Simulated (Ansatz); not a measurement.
Reactions of BrNa (`[Na][Br]`).

Program: Ansatz. Geometries: PBE0-D4/def2-TZVP. ΔE: electronic, gas phase. CBS: MP2 limit from def2 TZ/QZ plus the TZ coupled-cluster correction, frozen cores. This one scheme is used for every species. Elements past krypton have def2 core potentials. For Br, I, Na outer-core shells are correlated without core-valence functions, which leaves a few kJ/mol of doubt a bond. Scalar relativity is left out up to krypton.

```
                             reaction  CCSD(T)/def2-SVP (kJ/mol)  CCSD(T)/CBS(def2) (kJ/mol)
  `[Na][Br]` + HCl → `[Na][Cl]` + HBr                         27                          21
    `[Na][Br]` + HI → `[Na][I]` + HBr                        -15                         -11
   `[Na][Br]` + H–F → `[F][Na]` + HBr                         96                          98
 `[Na][Br]` + NH₃ → `[NH2][Na]` + HBr                        254                         243
`[Na][Br]` + CH₃SH → `C[S][Na]` + HBr                        133                         126
  `[Na][Br]` + H₂S → `[Na][SH]` + HBr                        110                          99
```

Largest T1 diagnostic: 0.013, for `[F][Na]`.
